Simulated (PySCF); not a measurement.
**Deuteron quadrupole couplings in `Nc1ccsc1S[SiH3]`**

Species: C₄H₇NS₂Si.
Geometry (GFN2-xTB, Å), atoms numbered from 1 in this order:
```xyz
15
C4H7NS2Si angstrom
N     -0.8588    1.5721    1.0333
C     -0.9821    0.4651    0.2152
C     -2.0321   -0.4882    0.3252
C     -1.8884   -1.5358   -0.5212
S     -0.4742   -1.4125   -1.4892
C     -0.0613    0.1010   -0.7318
S      1.3663    1.0225   -1.1832
Si     2.8561   -0.1430   -0.1554
H     -1.7329    1.9676    1.3444
H     -0.2107    2.2619    0.6793
H     -2.8490   -0.3805    1.0162
H     -2.5319   -2.3844   -0.6410
H      2.4789   -0.1659    1.2523
H      2.8474   -1.4785   -0.7371
H      4.0683    0.6067   -0.4288
```

Level: PBE0/pcSseg-1 (PySCF, non-relativistic); Q(2H) = 0.00286 b; rigid geometry, the same for H and D, with no vibrational averaging.

Question: Rank these positions by the coupling χzz of a deuteron there, largest first.
A. H15 (Si–H hydrogen)
B. H9 (N–H hydrogen)
C. H11 (aromatic hydrogen)
D. H10 (N–H hydrogen)
E. H12 (aromatic hydrogen)

Answer: B (277 kHz), D (267 kHz), E (233 kHz), C (229 kHz), A (114 kHz).

Question: Give the electric field gradient Vzz (the principal value of largest size), its asymmetry and the 2H coupling at each hydrogen.

Answer: 
```json
{"atom": "H9", "bonded to": "N1", "bond length (Å)": "1.009", "Vzz (au)": "0.4115", "η": "0.18", "χzz (kHz)": "277"}
{"atom": "H10", "bonded to": "N1", "bond length (Å)": "1.011", "Vzz (au)": "0.3968", "η": "0.18", "χzz (kHz)": "267"}
{"atom": "H11", "bonded to": "C3", "bond length (Å)": "1.075", "Vzz (au)": "0.3401", "η": "0.08", "χzz (kHz)": "229"}
{"atom": "H12", "bonded to": "C4", "bond length (Å)": "1.072", "Vzz (au)": "0.3464", "η": "0.09", "χzz (kHz)": "233"}
{"atom": "H13", "bonded to": "Si8", "bond length (Å)": "1.458", "Vzz (au)": "0.1652", "η": "0.01", "χzz (kHz)": "111"}
{"atom": "H14", "bonded to": "Si8", "bond length (Å)": "1.457", "Vzz (au)": "0.1655", "η": "0.02", "χzz (kHz)": "111"}
{"atom": "H15", "bonded to": "Si8", "bond length (Å)": "1.451", "Vzz (au)": "0.1700", "η": "0.02", "χzz (kHz)": "114"}
```

Question: Average by the element that carries the hydrogen.

Answer: on N: 272 kHz over 2 positions, mean bond length 1.010 Å; on C: 231 kHz over 2 positions, mean bond length 1.074 Å; on Si: 112 kHz over 3 positions, mean bond length 1.455 Å.

Question: A static deuteron (I = 1) shows a doublet split by (3/2)χ, (3/4)χ(1 + η) and (3/4)χ(1 − η) with the field along z, y and x of the gradient. What are these for H11?

Answer: With |χ| = 228.6 kHz and η = 0.084: 343, 186 and 157 kHz, to first order and without motion.

Geometry: GFN2-xTB, one conformer, isolated molecule. GFN2-xTB bond lengths can be off by several hundredths of an ångström, more for odd bonds, and the gradients follow them. These gradients aren't converged with respect to the basis.

These values come from a run that also computed NMR shieldings. Hardware: Arm Neoverse V1, one thread, no GPU, on a shared host. Cost: 29 s, 0.78 GiB resident at most.
